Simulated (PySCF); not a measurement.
# How methods differ on the excitation energy of N

N [He] 2s2 2p3 (4S) → N [He] 2s2 2p2 3s1 (4P), as a difference of total energies. Calculation: PySCF 2.14, in aug-cc-pCVTZ-DK with one added diffuse shell each of s, p, d, f type (8s7p5d3f, 75 functions); the spin-free X2C one-electron Hamiltonian (Gaussian nucleus). Correlated levels: valence: 1s2 frozen. The calculations carry no spin-orbit coupling.

```
           method  excitation energy (eV)  error (eV)
              UHF                   9.961      -0.371
    MP2 (valence)                  10.509      +0.177
SCS-MP2 (valence)                  10.283      -0.049
   CCSD (valence)                  10.317      -0.015
CCSD(T) (valence)                  10.318      -0.014
```

Reference: 10.332 eV (measured; NIST levels, between the centres of gravity of the two terms).

Errors of the correlated levels include the incompleteness of this basis and the frozen core.
